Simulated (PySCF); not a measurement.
## Calculated NMR parameters of C#CC1=C(Cl)C/1=C/C=C

```
Formula                               : C8H5Cl
SMILES                                : C#CC1=C(Cl)C/1=C/C=C
Point group of the computed structure : Cs
Degrees of unsaturation               : 6
Carbon signals                        : 8
Proton signals                        : 5
```

Molfile (atoms numbered from 1):
```
C8H5Cl
     RDKit          3D

 14 14  0  0  0  0  0  0  0  0999 V2000
    3.0263   -1.8951    0.2075 C   0  0  0  0  0  0  0  0  0  0  0  0
    2.3068   -0.9957    0.5653 C   0  0  0  0  0  0  0  0  0  0  0  0
    1.4576    0.0126    0.9401 C   0  0  0  0  0  0  0  0  0  0  0  0
    1.1512    1.0694    1.7080 C   0  0  0  0  0  0  0  0  0  0  0  0
    1.6142    2.1018    2.9424 Cl  0  0  0  0  0  0  0  0  0  0  0  0
    0.1644    0.7021    0.7421 C   0  0  0  0  0  0  0  0  0  0  0  0
   -0.9925    0.8185    0.1094 C   0  0  0  0  0  0  0  0  0  0  0  0
   -1.3948   -0.0697   -0.9553 C   0  0  0  0  0  0  0  0  0  0  0  0
   -2.5500    0.0270   -1.6065 C   0  0  0  0  0  0  0  0  0  0  0  0
    3.6642   -2.6727   -0.0897 H   0  0  0  0  0  0  0  0  0  0  0  0
   -1.6756    1.6082    0.3905 H   0  0  0  0  0  0  0  0  0  0  0  0
   -0.6873   -0.8480   -1.2105 H   0  0  0  0  0  0  0  0  0  0  0  0
   -3.2683    0.7944   -1.3698 H   0  0  0  0  0  0  0  0  0  0  0  0
   -2.8171   -0.6531   -2.3958 H   0  0  0  0  0  0  0  0  0  0  0  0
  1  2  3  0
  2  3  1  0
  3  4  2  0
  4  5  1  0
  4  6  1  0
  6  7  2  0
  7  8  1  0
  8  9  2  0
  6  3  1  0
  1 10  1  0
  7 11  1  0
  8 12  1  0
  9 13  1  0
  9 14  1  0
M  END
```

Theoretical values (PySCF): coordinates at the GFN2-xTB level, GIAO PBE0/pcSseg-1 shieldings. No solvent, relativity neglected, one computed conformer.

δ = σ(ref) − σ, references computed at the same level: TMS for 1H (σref 31.72) and 13C (σref 186.93).

| carbon | δC, type | δH (multiplicity) | HMBC from (2–3 bonds) | span of the C tensor (ppm) |
| --- | --- | --- | --- | --- |
| C1 | 113.9, CH | 4.35 (s) | – | 131 |
| C2 | 72.6, C | – | H10 | 284 |
| C3 | 129.3, C | – | H11, H10 | 219 |
| C4 | 144.9, C | – | H11 | 195 |
| C6 | 126.4, C | – | H12, H11 | 210 |
| C7 | 93.7, CH | 5.62 (d) | H12, H13, H14 | 135 |
| C8 | 142.0, CH | 6.63 (m) | H11, H13, H14 | 227 |
| C9 | 115.4, CH2 | H13 5.21 (m); H14 5.08 (m) | H12, H11 | 194 |

1. Carbon types of the structure: 4 × C, 3 × CH, 1 × CH2, which accounts for all hydrogens.
2. δC 144.9, 129.3, 126.4: fully substituted alkene carbon; the olefinic region.
3. δC 142.0, 93.7: alkene CH.
4. δC 115.4: terminal =CH2 carbon; the olefinic region.
5. δC 113.9: terminal alkyne carbon.
6. δC 72.6: alkyne carbon; the triple bond shields along its axis, which puts it between sp3 and sp2 carbons.

Carbons that carry Cl, above all several Cl atoms, come out too deshielded, partly because spin–orbit coupling is missing. Shifts are as computed. Against solution values, carbons near 30 ppm lie about +3 ppm off and those near 130 ppm about +5 ppm; carbons on Cl a further +6 ppm. Of 1211 compounds with measured shifts, 218 miss one by over three times the rms of a fit or turn the order of signals round; such compounds aren't used in these exercises. No couplings were computed; multiplicities are counted from neighbouring protons, with m where these are inequivalent, close in shift, in a saturated or five-membered ring or joined by F or P, and br s for small geminal =CH2 splittings.
